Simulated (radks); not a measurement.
Excited configurations of Cd: one electron is placed in a higher orbital outside [Kr] 4d10 5s1. The ground configuration is [Kr] 4d10 5s2. Method: scalar-relativistic Kohn-Sham, PBE, spin-polarised, spherical densities, point nucleus; open shells are filled with parallel spins first (spin-orbit coupling, left out, can overturn this in heavy ions); computed with a radial shooting solver on a logarithmic mesh with Libxc functionals. Excitation = E - E(ground); binding = E(ion) - E, where the ion is the core of charge +1; n* = 1/sqrt(2 binding) in atomic units, and the quantum defect is n - n*.

outer orbital,excitation (eV),binding (eV),quantum defect,eigenvalue (eV),<r> (bohr)
4f,8.078,0.968,0.250,-0.479,16.65
5p,4.045,5.000,3.350,-2.443,4.017
5d,7.315,1.730,2.196,-0.789,9.520
5f,8.370,0.676,0.514,-0.405,28.14
6d,7.936,1.110,2.499,-0.633,17.79
7s,7.579,1.467,3.955,-0.922,15.47
7p,7.909,1.137,3.540,-0.717,19.11
7d,8.303,0.743,2.720,-0.471,28.60

The Delta-SCF ionisation energy is 9.046 eV (NIST Atomic Spectra Database: 8.994 eV, measured). Self-interaction in the functional shifts the binding energies and quantum defects, so they are the method's values and not measured ones.
